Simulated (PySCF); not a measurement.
Isomers of C7H15PSi, one GFN2-xTB conformer each. Single-point energies are computed at PBE0/pcSseg-1 (PySCF, gas phase, no added dispersion term), electronic only.

```csv
SMILES,GFN2-xTB relative energy (kcal/mol)
C[Si@@H](P)C#CC(C)(C)C,0.0
CC#CPC[Si](C)(C)C,20.1
```

Conformers: `[CH3:1][Si@@H:2]([PH2:3])[C:4]#[C:5][C:6]([CH3:7])([CH3:8])[CH3:9]` with C1–Si2–P3–H 76° and 168°; `[CH3:1][C:2]#[C:3][PH:4][CH2:5][Si:6]([CH3:7])([CH3:8])[CH3:9]` with C3–P4–C5–Si6 -169°.

Q: What does PBE0/pcSseg-1 give for the same structures?

A: 
| SMILES | PBE0/pcSseg-1 E (Eh) | PBE0/pcSseg-1 (kcal/mol) | GFN2-xTB (kcal/mol) | point group |
| --- | --- | --- | --- | --- |
| CC#CPC[Si](C)(C)C | -905.94463 | 0.0 | 20.1 | C1 |
| C[Si@@H](P)C#CC(C)(C)C | -905.93840 | 3.9 | 0.0 | C1 |

GFN2-xTB puts C[Si@@H](P)C#CC(C)(C)C lowest instead. As drawn, the higher has a quaternary carbon, which the lower lacks.

Q: Which frontier levels, dipoles and rotational constants go with these structures?

A: 
| SMILES | HOMO (eV, PBE0/pcSseg-1) | LUMO (eV) | dipole (D) | A, B, C (MHz) |
| --- | --- | --- | --- | --- |
| CC#CPC[Si](C)(C)C | -6.55 | 0.33 | 1.49 | 2291, 440.6, 423.8 |
| C[Si@@H](P)C#CC(C)(C)C | -7.03 | 0.12 | 2.24 | 1886, 466.5, 421.7 |
